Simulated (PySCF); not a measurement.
## A search over the determinants of CuCl

Unrestricted PBE0; Cu def2-TZVPP, Cl def2-TZVPP; no relativity (PySCF 2.14). Outer shells of the fragments: Cu 3d10 4s1; Cl 3s2 3p5.

Followed along the bond (rough minima from three points):

| 2Ms+1 | unpaired | ⟨S²⟩ at the start | R at minimum (Å) | Te (eV) |
| --- | --- | --- | --- | --- |
| 1 | none | 0.00 | 2.08 | 0.00 |
| 3 | σ ↑↑ | 2.00 | 2.14 | 2.28 |

Solutions found at the starting distance of 2.105 Å, counted from the lowest of them; the search is not exhaustive and high or unbound solutions are not listed, so other states can lie among these:

```tsv
2Ms+1	unpaired	term	E (eV)	⟨S²⟩	⟨Lz²⟩	μ (D)
1	none	¹Σ⁺	0.00	0.00	0.00	-5.22
3	σ ↑↑	³Σ⁺	2.29	2.00	0.00	-1.85
3	σ ↑, π ↑	³Π	2.43	2.01	1.01	-1.03
1	σ ↑, π ↓	mixed	2.55	1.01	1.01	-0.94
3	σ ↑, δ ↑	³Δ	3.09	2.00	4.00	-2.63
1	σ ↑, δ ↓	mixed	3.24	1.00	4.00	-2.46
```

A term symbol is given only where ⟨S²⟩ and ⟨Lz²⟩ are close to those of a pure state; real π, δ and φ orbitals otherwise mix terms. A positive dipole means Cu(−)Cl(+).

Counting both spins, an empty level lies below a filled one in some of these solutions, because spin and occupation are held.
